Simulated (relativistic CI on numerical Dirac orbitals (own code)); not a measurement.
Cubic crystal-field splitting of Pr⁴⁺ by operator equivalents

Problem. Pr⁴⁺ (4f) sits in a cubic field with the Wybourne parameters B⁴₀ = 1060 and B⁶₀ = 640 cm⁻¹. Find the levels of its ground J multiplet, neglecting the mixing with the other J.

Working.
1. One f electron has the ground level ²F5/2 with g_J = 6/7 and the Stevens factor β = 2/315. Rank 6 cannot act within J = 5/2.
2. Stevens form: B₄ = β B⁴₀/8 = 0.8413 cm⁻¹, in H = B₄(O₄⁰ + 5O₄⁴).
3. The eigenvalues of O₄⁰ + 5O₄⁴ for J = 5/2 are −240 (Γ7 doublet) and +120 (Γ8 quartet): E(Γ7) = -201.9, E(Γ8) = 101.0 cm⁻¹.
4. Order and energies above the lowest: Γ7 0.0, Γ8 302.9 cm⁻¹. A Γ7 ground doublet has the isotropic |g| = 1.429.

Check. Diagonalising spin-orbit coupling (free-ion gap 2909 cm⁻¹, from a Dirac-Coulomb-Breit calculation) and field together in all 14 states gives Γ7 0.0, Γ8 272.6 cm⁻¹, with |g| = 1.483. The other multiplet starts at 2968 cm⁻¹; the differences from the hand values come from J mixing and grow with the ratio of the field to that gap.
